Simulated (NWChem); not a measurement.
System: ethylene glycol (C₂H₆O₂); SMILES OCCO

Input file for NWChem:

```
start job
memory heap 200 mb stack 900 mb global 1100 mb
geometry units angstroms
  O      1.402411    -0.481557    -0.004601
  C      0.648229     0.695459    -0.223817
  C     -0.795957     0.267099    -0.487726
  O     -1.358375    -0.368682     0.628168
  H      2.317658    -0.244908     0.171851
  H      0.680886     1.342841     0.662728
  H      1.030893     1.252110    -1.089252
  H     -1.413008     1.143305    -0.695683
  H     -0.809693    -0.400564    -1.360737
  H     -0.745388    -1.066558     0.891779
end
basis spherical
  * library def2-svp
end
dft
  xc pbe0
  iterations 150
end
driver
  maxiter 120
end
task dft optimize
task dft freq
```

NWChem printed, in part:

```
             Northwest Computational Chemistry Package (NWChem) 7.3.0
             --------------------------------------------------------

 C1  symmetry detected

                             Geometry "geometry" -> ""
                             -------------------------

 Output coordinates in angstroms (scale by  1.889725989 to convert to a.u.)

  No.       Tag          Charge          X              Y              Z
 ---- ---------------- ---------- -------------- -------------- --------------
    1 O                    8.0000    -0.57613093    -1.35128662    -0.16411098
    2 C                    6.0000     0.58285247    -0.67895969     0.29080305
    3 C                    6.0000     0.55530171     0.72870332    -0.30630603
    4 O                    8.0000    -0.54433716     1.46492402     0.15686170
    5 H                    1.0000    -0.59203442    -2.24082048     0.20098042
    6 H                    1.0000     0.58155973    -0.61074416     1.38692209
    7 H                    1.0000     1.49279839    -1.19931314    -0.03554113
    8 H                    1.0000     1.45049744     1.27795700    -0.00851415
    9 H                    1.0000     0.53025699     0.64440741    -1.40192354
   10 H                    1.0000    -1.32825846     0.92095236     0.00908840

 Effective nuclear repulsion energy (a.u.)     133.3822435828

                                Z-matrix (autoz)
                                --------

 Units are Angstrom for bonds and degrees for angles

[...]

      ----------------------
      Optimization converged
      ----------------------

  Step       Energy      Delta E   Gmax     Grms     Xrms     Xmax
  ---- ---------------- -------- -------- -------- -------- --------
@   13    -229.82403938 -3.5D-07  0.00003  0.00001  0.00037  0.00121
                                     ok       ok       ok       ok

                                Z-matrix (autoz)
                                --------

 Units are Angstrom for bonds and degrees for angles

[...]

 Rotational Constants
 --------------------
 A=   0.511250 cm-1  (  0.735558 K)
 B=   0.195355 cm-1  (  0.281066 K)
 C=   0.158864 cm-1  (  0.228565 K)

 Temperature                      =   298.15K
 frequency scaling parameter      =   1.0000

 Zero-Point correction to Energy  =   54.236 kcal/mol  (  0.086431 au)
 Thermal correction to Energy     =   57.315 kcal/mol  (  0.091338 au)
 Thermal correction to Enthalpy   =   57.908 kcal/mol  (  0.092282 au)

 Total Entropy                    =   69.308 cal/mol-K
   - Translational                =   38.278 cal/mol-K (mol. weight =  62.0368)
   - Rotational                   =   24.124 cal/mol-K (symmetry #  =        1)
   - Vibrational                  =    6.907 cal/mol-K

 Cv (constant volume heat capacity) =   16.277 cal/mol-K
   - Translational                  =    2.979 cal/mol-K
   - Rotational                     =    2.979 cal/mol-K
   - Vibrational                    =   10.318 cal/mol-K

[normal modes left out]

 ----------------------------------------------------------------------------
 Normal Eigenvalue ||           Projected Infra Red Intensities
  Mode   [cm**-1]  || [atomic units] [(debye/angs)**2] [(KM/mol)] [arbitrary]
 ------ ---------- || -------------- ----------------- ---------- -----------
    1       -0.000 ||    0.000804           0.019         0.784       0.233
    2       -0.000 ||    0.000669           0.015         0.652       0.194
    3       -0.000 ||    0.001239           0.029         1.208       0.359
    4       -0.000 ||    0.002734           0.063         2.665       0.792
    5        0.000 ||    0.000022           0.001         0.022       0.006
    6        0.000 ||    0.001496           0.035         1.458       0.433
    7      180.821 ||    0.008211           0.189         8.005       2.378
    8      282.982 ||    0.114827           2.649       111.940      33.258
    9      336.338 ||    0.008197           0.189         7.991       2.374
   10      493.030 ||    0.136486           3.149       133.053      39.531
   11      545.597 ||    0.022241           0.513        21.682       6.442
   12      898.296 ||    0.026705           0.616        26.033       7.735
   13      919.048 ||    0.013539           0.312        13.198       3.921
   14     1094.069 ||    0.049905           1.151        48.650      14.454
   15     1122.236 ||    0.066502           1.534        64.830      19.261
   16     1165.320 ||    0.074967           1.730        73.081      21.713
   17     1187.717 ||    0.032068           0.740        31.262       9.288
   18     1267.428 ||    0.006427           0.148         6.265       1.861
   19     1293.500 ||    0.052031           1.200        50.722      15.070
   20     1382.642 ||    0.001981           0.046         1.931       0.574
   21     1419.987 ||    0.050409           1.163        49.141      14.600
   22     1460.752 ||    0.027553           0.636        26.860       7.980
   23     1484.697 ||    0.004659           0.107         4.542       1.349
   24     1496.003 ||    0.006290           0.145         6.132       1.822
   25     2998.288 ||    0.051367           1.185        50.075      14.878
   26     3006.773 ||    0.052074           1.201        50.765      15.083
   27     3061.961 ||    0.071071           1.640        69.284      20.585
   28     3115.448 ||    0.032338           0.746        31.525       9.366
   29     3832.491 ||    0.060262           1.390        58.747      17.454
   30     3911.374 ||    0.058714           1.355        57.237      17.006
 ----------------------------------------------------------------------------
```

Level: PBE0/def2-SVP.
